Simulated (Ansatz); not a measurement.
Harmonic frequencies (cm⁻¹) at PBE0-D4/def2-TZVP from Ansatz: 89, 112, 132, 158, 195, 218, 230, 289, 412, 443, 498, 501, 531, 712, 753, 795, 857, 878, 911, 935, 939, 1276, 1443, 1447, 1585, 2210, 2219, 2229, 3052, 3136, 3149, 3590, 3684.

Each molecule was computed in one conformer, which needn't be the lowest.

(1) Which molecule is it?
A. `CN[SiH]([SiH3])Cl`
B. `C[SiH2]N[SiH2]Cl`
C. `C[Si](N)([SiH3])Cl`
D. `CN([SiH3])[SiH2]Cl`

## Answers

(1) C.
